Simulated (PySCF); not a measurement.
# TDDFT excited states: C4H10Ge2SSi

Species: C₄H₁₀Ge₂SSi.
SMILES: `[GeH3][GeH2][SiH2]c1cccs1`

Level of theory: PySCF, TDDFT CAM-B3LYP/def2-SVPD, vertical, gas phase, core orbitals frozen in the response. One conformer (not necessarily the lowest) at the PBE0-D3(BJ)/def2-SVP geometry, without solvent, vibrations or thermal averaging. The CAM-B3LYP/def2-SVPD calculation is non-relativistic and has no spin–orbit coupling, an omission that weighs most on germanium. Torsions of this conformer, `[GeH3:1][GeH2:2][SiH2:3][c:4]1[cH:5][cH:6][cH:7][s:8]1`: Ge1–Ge2–Si3–C4 -38°, Ge2–Si3–C4–C5 -76°.

Q: What does the calculation give for the low-lying excited states?

A: 

```tsv
state	E (eV)	E (hartree)	f	|μ| (D)	main configurations (H = HOMO, L = LUMO)
S1	5.35	0.1967	0.207	3.19	H→L (91%)
S2	5.70	0.2094	0.069	1.78	H-1→L (78%)
S3	6.12	0.2249	0.023	1.00	H→L+1 (44%), H→L+3 (30%), H→L+4 (10%)
S4	6.33	0.2324	0.052	1.47	H→L+1 (38%), H→L+4 (25%), H→L+3 (15%)
S5	6.43	0.2364	0.010	0.64	H→L+5 (48%), H→L+2 (20%)
S6	6.46	0.2374	0.0035	0.38	H-1→L+3 (31%), H-1→L+4 (26%)
S7	6.61	0.2431	0.076	1.74	H-2→L (56%), H→L+2 (20%)
S8	6.72	0.2468	0.0030	0.34	H→L+2 (29%), H-2→L (29%), H→L+5 (19%)
S9	6.80	0.2499	0.035	1.17	H→L+4 (35%), H→L+3 (34%), H-2→L+1 (9%)
S10	6.94	0.2551	0.0036	0.37	H-1→L+1 (64%), H-1→L+4 (12%)
```

Triplets (Tamm–Dancoff): T1 3.60 eV, H→L (82%); T2 4.43 eV, H-1→L (90%); T3 5.57 eV, H→L+5 (23%), H→L+11 (18%), H→L+2 (12%); T4 5.72 eV, H→L+1 (44%), H-2→L+1 (24%), H→L+3 (13%).

The lowest singlet lies at 5.35 eV (232 nm, ultraviolet) and is strong; its leading configuration is HOMO→LUMO (91%). The lowest level is also the most intense of those listed (f = 0.207). Löwdin shares by element: HOMO carbon 67% (atoms not listed hold the other 33%); LUMO carbon 51% or more, sulfur 19% (atoms not listed hold the other 30%). Weighted by f, the mean energy of these states is 5.90 eV. The listed states span 1.59 eV, and the widest gap between neighbours is 0.42 eV (S2 to S3). Orbital energies (eV): HOMO-3 -9.91, HOMO-2 -9.01, HOMO-1 -8.67, HOMO -8.06, LUMO 0.10, LUMO+1 0.63, LUMO+2 0.95. The vertical ionisation energy (ΔSCF) is 8.57 eV, 1.63 eV above S10. Singlets were solved by full linear response, triplets in the Tamm–Dancoff approximation.

Hardware: one thread of an Arm Neoverse V2, shared host. Cost: 12 min wall.
